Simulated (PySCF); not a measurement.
Be(SiH3)(GeH3) (BeGeH₆Si), SMILES [GeH3][Be][SiH3]. Heavy atoms are numbered as in [Be:1]([SiH3:2])[GeH3:6]. Hydrogens are named by the atom that carries them.

The structure is a stationary point at PBE0-D3(BJ)/def2-SVP.

Calculation: PBE0/pcSseg-1 run with PySCF.

GIAO shieldings, no solvent; atoms alike by connectivity are averaged. δ = σ(ref) − σ: ²⁹Si against TMS (σ = 352.7 ppm); ¹H against TMS (σ = 31.56 ppm); ⁷³Ge against GeH4 (σ = 1658.3 ppm), references at their B3LYP-D3(BJ)/def2-TZVP geometries, non-relativistic.

```csv
nucleus,atoms,count,δ (ppm)
²⁹Si,Si2 (SiH3),1,-136.2
¹H,H on Si2,3,3.28
¹H,H on Ge6,3,3.19
⁷³Ge,Ge6 (GeH3),1,-108.3
```
